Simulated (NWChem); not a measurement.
System: C$_{2}$H$_{8}$OSi; SMILES C[SiH2]CO

Input file for NWChem:

```
start job
memory heap 200 mb stack 900 mb global 1100 mb
geometry units angstroms noautoz
  C      0.982232     1.582981     0.135358
  Si    -0.616145     0.644848    -0.156991
  C     -0.420406    -1.155081     0.414705
  O      0.693434    -1.697248    -0.259522
  H      0.942396     2.598963    -0.285448
  H      1.200536     1.664309     1.211464
  H      1.811547     1.038121    -0.341087
  H     -0.972321     0.660907    -1.610367
  H     -1.754001     1.251869     0.608450
  H     -0.294484    -1.165631     1.517961
  H     -1.358945    -1.708038     0.204106
  H      0.807825    -2.611618     0.017647
end
basis spherical
  * library 6-31g*
end
dft
  xc xpbe96 cpbe96
  iterations 150
  vectors input atomic output neutral.movecs
end
task dft energy
charge 1
dft
  odft
  mult 2
  vectors input atomic output cation.movecs
end
task dft energy
```

Parts of the log:

```
             Northwest Computational Chemistry Package (NWChem) 7.3.0
             --------------------------------------------------------

 C1  symmetry detected

                             Geometry "geometry" -> ""
                             -------------------------

 Output coordinates in angstroms (scale by  1.889725989 to convert to a.u.)

  No.       Tag          Charge          X              Y              Z
 ---- ---------------- ---------- -------------- -------------- --------------
    1 C                    6.0000     0.99046049     1.57257418     0.14355153
    2 Si                  14.0000    -0.62004783     0.66179394    -0.16807776
    3 C                    6.0000    -0.45875825    -1.14367462     0.39686774
    4 O                    8.0000     0.65244716    -1.70070128    -0.26954840
    5 H                    1.0000     0.97097607     2.59098977    -0.27278254
    6 H                    1.0000     1.19996305     1.64541442     1.22201246
    7 H                    1.0000     1.81529498     1.01655299    -0.32774893
    8 H                    1.0000    -0.96229322     0.69029162    -1.62460686
    9 H                    1.0000    -1.75507203     1.28363533     0.58963197
   10 H                    1.0000    -0.34335931    -1.16132841     1.50118332
   11 H                    1.0000    -1.40408988    -1.68039145     0.17493984
   12 H                    1.0000     0.74945924    -2.61806664     0.00433096

 Effective nuclear repulsion energy (a.u.)     172.9441139987

  pbe96 is a nonlocal functional; adding pw91lda local functional.

                                 NWChem DFT Module
                                 -----------------

 Summary of "ao basis" -> "ao basis" (spherical)
 ------------------------------------------------------------------------------
       Tag                 Description            Shells   Functions and Types
 ---------------- ------------------------------  ------  ---------------------
 C                           6-31g*                  6       14   3s2p1d
 Si                          6-31g*                  8       18   4s3p1d
 O                           6-31g*                  6       14   3s2p1d
 H                           6-31g*                  2        2   2s

            General Information
            -------------------
          SCF calculation type: DFT
          Wavefunction type:  closed shell.
          No. of atoms     :    12
          No. of electrons :    42
           Alpha electrons :    21
            Beta electrons :    21
          Charge           :     0
          Spin multiplicity:     1
          Use of symmetry is: off; symmetry adaption is: off
          Maximum number of iterations: 150
          AO basis - number of functions:    76
                     number of shells:    42
          Convergence on energy requested:  1.00D-06
          Convergence on density requested:  1.00D-05
          Convergence on gradient requested:  5.00D-04

              XC Information
              --------------
          PerdewBurkeErnzerhof Exchange Functional  1.000
            Perdew 1991 LDA Correlation Functional  1.000 local
           PerdewBurkeErnz. Correlation Functional  1.000 non-local

             Grid Information
             ----------------
          Grid used for XC integration:  medium
          Radial quadrature: Mura-Knowles
          Angular quadrature: Lebedev.
          Tag              B.-S. Rad. Rad. Pts. Rad. Cut. Ang. Pts.
          ---              ---------- --------- --------- ---------
          C                   0.70       49          11.0       434
          Si                  1.10       88          10.0       590
          O                   0.60       49          11.0       434
          H                   0.35       45          12.0       434
          Grid pruning is: on
          Number of quadrature shells:   595
          Spatial weights used:  Erf1

      Superposition of Atomic Density Guess
      -------------------------------------

 Sum of atomic energies:        -442.87802836

      Non-variational initial energy
      ------------------------------

 Total energy =    -444.845077
 1-e energy   =    -952.022931
 2-e energy   =     334.233740
 HOMO         =      -0.327196
 LUMO         =       0.079129

   convergence    iter        energy       DeltaE   RMS-Dens  Diis-err
 ---------------- ----- ----------------- --------- --------- ---------
 d= 0,ls=0.0,diis     1   -445.2895050804 -6.18D+02  1.46D-02  5.45D-01
 d= 0,ls=0.0,diis     2   -445.2627090444  2.68D-02  9.24D-03  8.30D-01
 d= 0,ls=0.0,diis     3   -445.3378635106 -7.52D-02  2.09D-03  8.27D-02
 d= 0,ls=0.0,diis     4   -445.3455291652 -7.67D-03  4.17D-04  1.08D-03
 d= 0,ls=0.0,diis     5   -445.3456403264 -1.11D-04  1.48D-04  2.09D-04
  Resetting Diis
 d= 0,ls=0.0,diis     6   -445.3456676642 -2.73D-05  3.27D-05  9.75D-06
 d= 0,ls=0.0,diis     7   -445.3456689415 -1.28D-06  1.31D-05  2.53D-07
 d= 0,ls=0.0,diis     8   -445.3456689404  1.09D-09  6.99D-06  2.70D-07

         Total DFT energy =     -445.345668940392
      One electron energy =     -956.435030745386
           Coulomb energy =      381.155056852204
    Exchange-Corr. energy =      -43.009809045948
 Nuclear repulsion energy =      172.944113998737

 Numeric. integr. density =       41.999999485102

                       DFT Final Molecular Orbital Analysis
                       ------------------------------------

 Vector   19  Occ=2.000000D+00  E=-2.724051D-01
              MO Center=  8.5D-02,  1.0D+00, -2.2D-01, r^2= 2.8D+00
   Bfn.  Coefficient  Atom+Function         Bfn.  Coefficient  Atom+Function
  ----- ------------  ---------------      ----- ------------  ---------------
     3      0.340599   1 C  px               21     -0.320035   2 Si px
     7      0.201122   1 C  px               68      0.196480   8 H  s
    23     -0.181091   2 Si pz               67      0.176990   8 H  s
     4      0.147767   1 C  py               17      0.136998   2 Si px
    64      0.112780   6 H  s                 6     -0.111508   1 C  s

 Vector   20  Occ=2.000000D+00  E=-2.433902D-01
              MO Center= -1.4D-01, -6.7D-01,  5.7D-02, r^2= 2.8D+00
   Bfn.  Coefficient  Atom+Function         Bfn.  Coefficient  Atom+Function
  ----- ------------  ---------------      ----- ------------  ---------------
    22      0.323221   2 Si py               36     -0.320405   3 C  py
    52      0.210108   4 O  s                50      0.208086   4 O  py
    40     -0.191802   3 C  py               37      0.178278   3 C  pz
    51     -0.176208   4 O  pz               38     -0.137722   3 C  s
    54      0.135798   4 O  py               75     -0.135952  12 H  s

 Vector   21  Occ=2.000000D+00  E=-2.138022D-01
              MO Center=  3.4D-01, -1.6D+00, -4.9D-02, r^2= 1.4D+00
   Bfn.  Coefficient  Atom+Function         Bfn.  Coefficient  Atom+Function
  ----- ------------  ---------------      ----- ------------  ---------------
    51      0.446387   4 O  pz               49      0.351435   4 O  px
    55      0.346262   4 O  pz               53      0.275950   4 O  px
    72     -0.200343  10 H  s                74      0.200070  11 H  s
    50      0.167872   4 O  py               71     -0.149478  10 H  s
    73      0.145822  11 H  s                54      0.133719   4 O  py

 Vector   22  Occ=0.000000D+00  E= 2.676641D-02
              MO Center= -1.1D-01, -4.4D-01, -1.0D-01, r^2= 6.2D+00
   Bfn.  Coefficient  Atom+Function         Bfn.  Coefficient  Atom+Function
  ----- ------------  ---------------      ----- ------------  ---------------
     6      0.964316   1 C  s                25     -0.778275   2 Si px
    76     -0.714505  12 H  s                52      0.691234   4 O  s
    26     -0.482053   2 Si py               70     -0.385306   9 H  s
    21     -0.217328   2 Si px               41      0.215907   3 C  pz
    24     -0.193026   2 Si s                74     -0.181334  11 H  s

 Vector   23  Occ=0.000000D+00  E= 3.593797D-02
              MO Center= -5.9D-01,  2.8D-02, -1.0D-01, r^2= 5.8D+00
   Bfn.  Coefficient  Atom+Function         Bfn.  Coefficient  Atom+Function
  ----- ------------  ---------------      ----- ------------  ---------------
    38      1.144440   3 C  s                26      1.103201   2 Si py
    76     -0.437728  12 H  s                52      0.407497   4 O  s
     6     -0.351375   1 C  s                72     -0.350036  10 H  s
    40      0.317610   3 C  py               70     -0.316602   9 H  s
    22      0.304842   2 Si py               74     -0.252488  11 H  s

 Vector   24  Occ=0.000000D+00  E= 6.019131D-02
              MO Center= -3.5D-01,  3.8D-01,  4.4D-01, r^2= 5.4D+00
   Bfn.  Coefficient  Atom+Function         Bfn.  Coefficient  Atom+Function
  ----- ------------  ---------------      ----- ------------  ---------------
    27     -1.060525   2 Si pz                6      1.017043   1 C  s
    68     -0.808138   8 H  s                25     -0.731399   2 Si px
    38      0.708373   3 C  s                24     -0.510928   2 Si s
    76      0.478812  12 H  s                52     -0.413839   4 O  s
    23     -0.279732   2 Si pz               62     -0.247708   5 H  s

     Multipole analysis of the density
     ---------------------------------

     L   x y z        total         alpha         beta         nuclear
     -   - - -        -----         -----         ----         -------
     0   0 0 0     -0.000000    -21.000000    -21.000000     42.000000

     1   1 0 0      0.030357      0.015178      0.015178     -0.000000
     1   0 1 0     -0.429932     -0.214966     -0.214966      0.000000
     1   0 0 1      0.467663      0.233832      0.233832     -0.000000

[...]
```

Level: PBE/6-31G* (spherical d), vertical spin-unrestricted ions. The geometry was optimised at PBE0/def2-SVP.
